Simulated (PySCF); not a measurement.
## Stretching HgC

Set-up: basis Hg cc-pVDZ-PP with ECP60, C cc-pVDZ; scalar-relativistic core potentials; PySCF 2.14. Energies in eV from Hg + C in their ground configurations at the same level. State: ³Σ⁻ (triplet), unpaired electrons π ↑↑.

All columns are PBE0. A positive dipole means Hg(−)C(+).

| R (Å) | E (eV) | μ (D) | Mulliken charge on Hg (basis-dependent) | HOMO (eV) | LUMO (eV) | Mayer bond order | ⟨S²⟩ |
| --- | --- | --- | --- | --- | --- | --- | --- |
| 1.858 | -0.248 | -2.55 | 0.35 | -6.67 | -2.87 | 1.72 | 2.02 |
| 1.944 | -0.524 | -2.52 | 0.34 | -6.67 | -3.00 | 1.53 | 2.03 |
| 2.030 | -0.665 | -2.48 | 0.32 | -6.67 | -3.11 | 1.36 | 2.03 |
| 2.095 | -0.711 | -2.43 | 0.30 | -6.67 | -3.18 | 1.24 | 2.03 |
| 2.160 | -0.722 | -2.38 | 0.28 | -6.68 | -3.24 | 1.14 | 2.03 |
| 2.225 | -0.710 | -2.32 | 0.25 | -6.69 | -3.29 | 1.04 | 2.03 |
| 2.311 | -0.670 | -2.23 | 0.22 | -6.71 | -3.36 | 0.92 | 2.03 |
| 2.419 | -0.601 | -2.10 | 0.19 | -6.74 | -3.42 | 0.78 | 2.03 |
| 2.549 | -0.510 | -1.93 | 0.15 | -6.79 | -3.48 | 0.64 | 2.02 |
| 2.722 | -0.394 | -1.68 | 0.11 | -6.88 | -3.54 | 0.48 | 2.01 |

A fit through these points gives, at Re = 2.154 Å, μ = -2.38 D and dμ/dR = 0.871 D/Å; the reduced mass is 11.33 u.

Problem. How strong is the fundamental in the double-harmonic approximation, I = 42.26·(dμ/dR)²/μred km/mol?

Solution. I = 42.26·(0.871)²/11.33 = 2.83 km/mol at PBE0.

Spin–orbit coupling is left out, which matters for elements this heavy, above all for dissociation energies. The state was picked by a PBE0 search and need not be the measured ground state.
